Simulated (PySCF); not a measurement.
# O²⁺ (oxygen, charge +2): UHF calculation

Configuration: [He] 2s2 2p2, high-spin 3P determinant. All numbers are calculated (PySCF 2.14, the non-relativistic Hamiltonian (point nucleus), in def2-SVP (3s2p1d, 14 functions)).

- Total energy: -72.999874 hartree
- One-electron energy: -92.4475 hartree
- Hartree (Coulomb) energy: 26.7651 hartree
- Exchange energy: -7.3175 hartree
- Kinetic energy: 73.04441 hartree
- ⟨S²⟩: 2.0045
- ⟨L²⟩: 2.006
- Sum of ⟨r⟩: 4.468 bohr
- Sum of ⟨r²⟩: 5.158 bohr²
- Traceless quadrupole moment −½Σ⟨3z² − r²⟩ along its main axis: 0.488 e·bohr²
- Density at the nucleus (Gaussians lack the cusp): 286 bohr⁻³
- Spin density at the nucleus: 0.766 bohr⁻³
- Langevin diamagnetic susceptibility: -4.09 ×10⁻⁶ cm³/mol
- Time after the integrals: 0.04 s of wall time on 1 thread of Neoverse-V2 (shared host)

| shell | electrons | mean orbital energy (hartree) | rms radius, mean of both spins (bohr) |
| --- | --- | --- | --- |
| 1s α | 1 | -22.32019 | 0.230 |
| 1s β | 1 | -22.21274 | 0.230 |
| 2s α | 1 | -2.64571 | 1.14 |
| 2s β | 1 | -2.26690 | 1.14 |
| 2p α | 2 | -2.05338 | 1.10 |
